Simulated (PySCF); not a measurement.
CH8FNSi2, SMILES N[Si@](C)(F)[SiH3]. The structure is a stationary point at PBE-D3(BJ)/def2-SVP. The structure was generated by enumeration; whether it is a known compound was not checked. The values are those of a single conformer.

Calculation: PBE-D3(BJ)/def2-SVP run with PySCF.

Harmonic wavenumbers (cm⁻¹): 92, 123, 129, 143, 208, 237, 268, 307, 400, 432, 482, 501, 669, 714, 752, 803, 827, 865, 888, 904, 907, 1219, 1378, 1382, 1493, 2143, 2155, 2162, 2977, 3073, 3089, 3483, 3581. Rotational constants (GHz): 3.353, 1.960, 1.935; symmetry number 1.

**Question.** Work out the zero-point energy and the ideal-gas rigid-rotor harmonic-oscillator thermochemistry at 298.15 K and 1 atm.

**Answer.** ZPE = ½ Σ hcν = ½ × 38783 cm⁻¹ = 55.44 kcal/mol. H − E(el) = 61.89 kcal/mol. Entropy in cal/(mol K): translation 39.98, rotation 27.63, vibration 24.41, total 92.02. G − E(el) = 34.45 kcal/mol. Cp = 34.33 cal/(mol K). Modes under 150 cm⁻¹ make the vibrational entropy uncertain.
